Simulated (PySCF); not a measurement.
**ZnS⁺ at UHF-CCSD**

Level: UHF-CCSD. PySCF, no relativity, basis sets Zn 6-31G(d,p), S 6-31G(d,p).

For ZnS⁺, the state is ²Π (doublet), unpaired electrons π ↑ and the bond length is 4.100 bohr. The harmonic wavenumber is 385 cm⁻¹ and the force constant is 1.86 mdyn/Å. The rotational constant Be is 0.1680 cm⁻¹ and the anharmonicity ωexe is 1.78 cm⁻¹. The vibration–rotation constant αe is 0.000999 cm⁻¹ and the well depth De to Zn⁺ + S is 1.60 eV. The dissociation energy D0 is 1.57 eV.

Correlated steps freeze 10 core orbitals. Correlated levels converge slowly with the basis: in double zeta they bind strong bonds too weakly, by up to about 1 eV, and carry superposition errors of some tenths. For an ion De counts to the pair picked by the measured ionisation energies or electron affinities, which need not be the lowest pair at this level. The state is the lowest determinant that a PBE0 search found; another state may lie lower at other levels.
